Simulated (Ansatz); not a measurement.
Isolated molecules relaxed with PBE0-D4/def2-TZVP in Ansatz; ΔE leaves out vibrations. CCSD(T)/CBS adds triple-zeta CCSD(T) − MP2 to the extrapolated MP2 energy (def2 sets, frozen cores). DFT in def2-TZVPP. B3LYP here is the variant with VWN-RPA as its local correlation; programs differ in this. For Ga outer-core shells are correlated without core-valence functions, which leaves a few kJ/mol of doubt a bond. Scalar relativity is left out up to krypton. Each species was taken in one conformer, which may not be the lowest.

Consider the redistribution: `CC[O][Ga]([F])[Cl]` + `C[Si](F)(F)CO` → `O[CH2][Ga]([F])[Cl]` + `CCO[Si](C)(F)F`.

`CC[O][Ga]([F])[Cl]`:

Z-matrix (Å, degrees):
```
C
C 1 1.511
H 1 1.095 2 110.9
H 1 1.092 2 110.6 3 -120.8
H 1 1.093 2 110.6 3 119.2
O 2 1.420 1 112.4 3 64.9
H 2 1.097 1 110.1 3 -59.1
H 2 1.094 1 110.3 3 -177.3
Ga 6 1.758 2 121.9 1 -68.0
F 9 1.745 6 119.4 2 -6.2
Cl 9 2.105 6 122.1 2 175.1
```

`C[Si](F)(F)CO`:

```xyz
12

C    -0.217   -1.059    1.370
Si   -0.197    0.552    0.481
F    -1.701    0.985    0.153
F     0.409    1.689    1.420
C     0.696    0.552   -1.162
O     0.017   -0.303   -2.080
H    -0.874   -1.015    2.241
H     0.786   -1.326    1.710
H    -0.574   -1.848    0.705
H     1.706    0.150   -1.052
H     0.812    1.570   -1.558
H    -0.864    0.052   -2.227
```

`O[CH2][Ga]([F])[Cl]`:

```xyz
8

O    -1.115    0.622    1.111
C    -0.266   -0.432    0.727
Ga    0.863    0.046   -0.829
F     2.405   -0.663   -1.249
Cl    0.195    1.546   -2.202
H    -1.663    0.883    0.366
H    -0.811   -1.358    0.505
H     0.392   -0.645    1.572
```

`CCO[Si](C)(F)F`:

```xyz
15

C     2.169    0.930    0.248
C     1.302   -0.075    0.968
O     0.275   -0.575    0.122
Si   -1.213    0.017   -0.065
C    -2.199   -1.069   -1.163
F    -1.905    0.183    1.358
F    -1.155    1.498   -0.647
H     2.608    0.485   -0.647
H     1.589    1.806   -0.051
H     2.980    1.262    0.901
H     1.894   -0.938    1.282
H     0.863    0.366    1.871
H    -3.204   -0.666   -1.301
H    -1.723   -1.154   -2.142
H    -2.283   -2.070   -0.735
```

```csv
level,ΔE (kcal/mol),difference from CCSD(T)/CBS
PBE-D4,-16.2,0.5
r2SCAN-D4,-16.7,0.0
PBE0-D4,-16.8,-0.1
B3LYP-D4,-17.5,-0.8
ωB97X-V,-15.9,0.8
ωB97M-V,-17.0,-0.3
B2PLYP,-16.4,0.3
PBE,-16.2,0.5
r2SCAN,-16.7,0.0
PBE0,-16.8,-0.1
B3LYP,-17.6,-0.9
HF/def2-TZVPP,-17.5,-0.8
MP2/def2-TZVPP,-15.2,1.5
SCS-MP2/def2-TZVPP,-15.0,1.7
CCSD/def2-TZVPP,-15.6,1.1
CCSD(T)/def2-TZVPP,-15.2,1.5
HF/def2-QZVPP,-17.6,-0.9
MP2/def2-QZVPP,-16.1,0.6
SCS-MP2/def2-QZVPP,-15.8,0.9
HF/CBS(def2),-17.6,-0.9
MP2/CBS(def2),-16.7,0.0
CCSD/CBS(def2),-17.2,-0.5
CCSD(T)/CBS,-16.7,0
```

Largest T1 diagnostic among the species: 0.013.

In def2-TZVPP, CCSD(T) changes the Hartree–Fock value by +2.4 kcal/mol (the triples alone add +0.5 kcal/mol) and MP2 by +2.3 kcal/mol.
